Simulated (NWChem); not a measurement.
System: SiH₂S, singlet; SMILES [SiH]S

Input file for NWChem:

```
start job
memory heap 200 mb stack 900 mb global 1100 mb
geometry units angstroms noautoz
  Si     0.102644     1.169331     0.000000
  H     -1.442525     1.251138     0.000000
  S     -0.063485    -0.972778     0.000000
  H      1.273977    -1.255669     0.000000
end
basis spherical
  * library def2-svp
end
dft
  xc m06-2x
  iterations 150
  mulliken
end
task dft energy
```

Low-valent species are run as closed-shell singlets; no triplet was tried in these runs. The geometry was optimised at PBE-D3(BJ)/def2-SVP.

Question: Give the results of this calculation. (M06-2X/def2-SVP.) Quantities: energy (Ha); highest occupied level (eV); orbital gap (eV); dipole (D).

Answer: 
```yaml
energy (Ha): -688.61
highest occupied level (eV): -7.87
orbital gap (eV): 6.24
dipole (D): 0.85
```
